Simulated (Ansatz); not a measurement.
The inner images of a band of CH₈B₂Si (12 atoms, charge 0, multiplicity 1) are given out of order.

The calculation used RKS PBE/def2-SVP (Ansatz 0.2.0).

First end point:

```xyz
12
Properties=species:S:1:pos:R:3
B -1.104 1.300 -0.145
C -0.716 -0.171 0.093
B 0.145 -0.383 1.370
Si 0.883 -0.563 -0.923
H -2.248 1.595 -0.446
H -0.283 2.188 -0.004
H -1.475 -0.950 -0.115
H 0.000 -1.374 2.062
H 0.989 0.442 1.677
H 1.621 0.671 -1.337
H 0.460 -1.382 -2.107
H 1.805 -1.427 -0.089
```

Last end point:

```xyz
12
Properties=species:S:1:pos:R:3
B -1.103 1.301 -0.146
C -0.714 -0.170 0.089
B 0.142 -0.382 1.370
Si 0.886 -0.565 -0.923
H -2.248 1.595 -0.441
H -0.282 2.190 -0.006
H -1.473 -0.948 -0.118
H 0.987 0.440 1.682
H -0.010 -1.373 2.061
H 1.625 0.669 -1.337
H 0.462 -1.383 -2.109
H 1.806 -1.429 -0.088
```

Problem. Put them in order from the first end to the last, with their energies above the first end.
A.
```xyz
12
Properties=species:S:1:pos:R:3
B -1.065 1.176 -0.241
C -0.617 -0.238 0.191
B 0.134 -0.194 1.544
Si 0.868 -0.623 -0.981
H -2.212 1.376 -0.600
H -0.284 2.112 -0.216
H -1.356 -1.056 0.078
H -0.079 -1.044 2.390
H 0.953 0.678 1.776
H 1.913 0.449 -0.918
H 0.347 -0.743 -2.387
H 1.476 -1.947 -0.603
```
B.
```xyz
12
Properties=species:S:1:pos:R:3
B -0.771 1.331 -0.317
C -0.557 -0.130 0.183
B 0.114 -0.007 1.587
Si 0.703 -0.957 -1.006
H -1.906 1.760 -0.421
H 0.156 2.072 -0.589
H -1.533 -0.648 0.254
H 1.320 0.058 1.733
H -0.587 0.038 2.581
H 1.988 -0.181 -0.998
H 0.179 -1.022 -2.417
H 0.971 -2.369 -0.557
```
C.
```xyz
12
Properties=species:S:1:pos:R:3
B -0.643 1.427 -0.385
C -0.663 -0.001 0.206
B 0.114 -0.058 1.543
Si 0.598 -0.972 -0.886
H -1.671 1.930 -0.802
H 0.389 2.072 -0.426
H -1.635 -0.533 0.182
H 1.218 0.448 1.643
H -0.364 -0.627 2.508
H 1.861 -0.191 -1.090
H -0.052 -1.256 -2.213
H 0.926 -2.294 -0.245
```
D.
```xyz
12
Properties=species:S:1:pos:R:3
B -1.040 1.263 -0.193
C -0.531 -0.174 0.069
B 0.071 -0.052 1.507
Si 0.889 -0.805 -1.042
H -2.208 1.569 -0.026
H -0.250 2.136 -0.512
H -1.265 -1.011 0.095
H 0.446 -1.048 2.103
H 0.178 1.012 2.093
H 2.110 0.064 -0.927
H 0.430 -0.794 -2.475
H 1.246 -2.216 -0.660
```
E.
```xyz
12
Properties=species:S:1:pos:R:3
B -0.911 1.344 -0.261
C -0.415 -0.087 0.093
B 0.068 -0.045 1.589
Si 0.828 -0.912 -1.082
H -2.034 1.714 0.030
H -0.159 2.136 -0.806
H -1.333 -0.708 0.290
H 1.094 -0.606 1.937
H -0.597 0.516 2.444
H 2.113 -0.130 -1.060
H 0.318 -0.952 -2.499
H 1.104 -2.325 -0.640
```

Solution. A (+0.02 eV), D (+0.20 eV), E (+0.35 eV), B (+0.19 eV), C (+0.01 eV).

The run took 4.7 min on 2 threads of Arm Neoverse V1, with other jobs on the host, peak memory 0.13 GiB.
